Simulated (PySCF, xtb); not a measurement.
CH3S, SMILES [CH2]S, multiplicity 2.

The structure is a stationary point at PBE0-D3(BJ)/def2-TZVP. The isomer is the one that the SMILES or the coordinates give; other isomers of the formula were not compared.

Level of theory: IEF-PCM-ωB97X/def2-TZVPD in PySCF.

The values are the electrostatic part of the solvation free energy, E(continuum) − E(gas) at the gas-phase geometry, in a cavity of scaled van der Waals radii (PySCF's table); cavitation and dispersion terms are not included. The dipole moment in vacuum is 0.93 D.

Computed values in water (ε = 78.36), n-hexane (ε = 1.88), methanol (ε = 32.61):
| solvent | ε | ΔG(elec) (kcal/mol) | dipole (D) |
|---|---|---|---|
| water | 78.36 | -2.8 | 1.31 |
| n-hexane | 1.88 | -0.9 | 1.05 |
| methanol | 32.61 | -2.7 | 1.30 |

For comparison, GFN2-xTB/ALPB(water) (xtb, at the GFN2-xTB geometry, all terms of that model) gives -0.5 kcal/mol.
